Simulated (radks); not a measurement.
Results of a calculation; reference values are marked as such.
Neutral technetium inside a hard spherical wall (all orbitals vanish at R), configuration held at [Kr] 4d5 5s2 and not refilled when levels cross. Code: a radial shooting solver on a logarithmic mesh with Libxc functionals. Model: scalar-relativistic Kohn-Sham, r2SCAN, spin-polarised, spherical densities, finite nucleus; open shells are filled with parallel spins first (spin-orbit coupling, left out, can overturn this in heavy ions); meta-GGA in the generalised Kohn-Sham scheme; Fermi nuclear charge, rms radius 4.4112 fm. Eigenvalues in eV for spin up, with the zero of energy where the potential of the charges vanishes at infinity; a dash marks a level that is unbound or too diffuse for the functional's potential to be trusted. A positive occupied level is held by the wall or, in an anion where self-interaction has pushed it up, behind a barrier. The pressure on the wall is -dE/dV.

R (bohr)	E (hartree)	kinetic (hartree)	e(4s)	e(4p)	e(4d)	e(5s)	e(5p, empty)	e(6s, empty)	pressure (GPa)
free	-4286.32772	4426.041	-76.898	-48.302	-8.413	-5.804	-1.402	-	0
15	-4286.32772	4426.041	-76.897	-48.301	-8.413	-5.803	-1.400	0.672	< 0.0001
12	-4286.32766	4426.042	-76.890	-48.294	-8.406	-5.797	-1.381	1.232	0.00127
10	-4286.32708	4426.048	-76.845	-48.249	-8.362	-5.761	-1.300	2.311	0.0168
8	-4286.32190	4426.086	-76.605	-48.009	-8.134	-5.558	-0.915	5.041	0.232
7	-4286.31039	4426.156	-76.247	-47.653	-7.801	-5.235	-0.340	8.006	0.909
6	-4286.27536	4426.340	-75.487	-46.900	-7.108	-4.466	0.940	13.562	3.85
5	-4286.16241	4426.857	-73.823	-45.273	-5.613	-2.475	3.976	24.878	18.3
4	-4285.75247	4428.516	-69.950	-41.549	-2.046	3.425	12.147	50.787	111
3	-4283.87979	4435.462	-59.955	-31.960	8.403	25.182	39.364	122.28	1020
2	-4270.32434	4480.883	-23.925	6.063	54.715	139.71	166.31	395.11	20600
